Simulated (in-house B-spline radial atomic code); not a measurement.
How numerical settings move a run on Ca, [Ar] 4s2. Computed with an all-electron radial atomic-structure program (B-spline basis): Dirac-Kohn-Sham PBE, spherical fractional occupations, Fermi nucleus of rms radius 3.4776 fm.

Command:
```bash
python run_scf.py task.json out
```
Settings of the sound reference run:
```
Z                20
electrons        20
configuration    [Ar] 4s2
hamiltonian      dirac
method           pbe,pbe
spin_polarised   False
nucleus          fermi
rms_radius       3.4776
mass_number      40
atomic_mass      39.96259
speed_of_light   137.036
knot_spacing     0.22
spline_order     8
gauss_points     12
box_radius       50
max_iterations   70
damping          0.5
damped_steps     3
diis_vectors     10
tolerance        1e-08
start            Thomas-Fermi
```

Cost of the run: 1.1 s on 1 thread of Arm Neoverse V1, with other jobs on the host.

It converges in 10 iterations to -680.328557 hartree, with 4s1/2 at -3.76621 eV. The other runs change the listed settings, some to values that make no sense; their results aren't properties of the atom or ion. Radii are in bohr (the nuclear one in fm), a minus after a letter asks for a j subshell, and «unchanged» means within 1e-8 hartree. The run stops when the residual is below 10 × tolerance × max(1, Z/10), or a noise floor if that is larger, and the energy moves by less than 1e-8 × √|E| hartree; so very loose and very tight tolerances often act alike.

```tsv
changed settings	outcome
gauss_points = 16	converged in 10 iterations, energy unchanged
spline_order = 4, max_iterations = 100, damped_steps = 1	converged in 9 iterations, energy +1.98e-04 hartree from the reference, 4s1/2 level +4.7e-06 eV
knot_spacing = 2, gauss_points = 5, max_iterations = 100, diis_vectors = 4, start = bare nucleus	converged in 10 iterations, energy +7.12e+01 hartree from the reference, 4s1/2 level -4.2e-01 eV (the program warns: 2s1/2 reaches the box edge; 3s1/2 reaches the box edge)
max_iterations = 5	not converged after 5 iterations, last residual 3.0e-03, last energy +5.33e-04 hartree from the reference
damped_steps = 1	converged in 9 iterations, energy unchanged
max_iterations = 8	not converged after 8 iterations, last residual 8.5e-06, last energy +4.12e-09 hartree from the reference
damped_steps = 8	converged in 13 iterations, energy unchanged, 4s1/2 level +1.2e-06 eV
gauss_points = 5	converged in 10 iterations, energy +1.46e-08 hartree from the reference
electrons = 23, configuration = [Ar] 4s2 5s3, max_iterations = 75	stopped with error: shell 5s holds at most 2 electrons
damped_steps = 0	converged in 8 iterations, energy unchanged, 4s1/2 level +2.1e-06 eV
electrons = 28, configuration = [Ar] 4s2 6s2 6p6, max_iterations = 60	converged in 27 iterations to -679.4215 hartree, a different physical problem (warning: 4s1/2 has a positive eigenvalue: unbound, held by the box)
max_iterations = 2	not converged after 2 iterations, last residual 1.4e-01, last energy +8.71e-01 hartree from the reference
gauss_points = 3	converged in 9 iterations, energy +1.52e-05 hartree from the reference, 4s1/2 level -1.3e-05 eV
```

Problem. What happens with gauss_points = 4, max_iterations = 2, start = bare nucleus?

Solution. Not converged after 2 iterations, last residual 1.0e+00, last energy +4.08e+01 hartree from the reference.

Problem. What happens with max_iterations = 3?

Solution. Not converged after 3 iterations, last residual 2.8e-02, last energy +4.17e-02 hartree from the reference.

Problem. What happens with method = tpss,tpss?

Solution. Stopped with error: meta-GGAs are not served with the Dirac Hamiltonian.

Problem. What happens with damped_steps = 30?

Solution. Converged in 22 iterations, energy unchanged, 4s1/2 level -3.7e-07 eV.
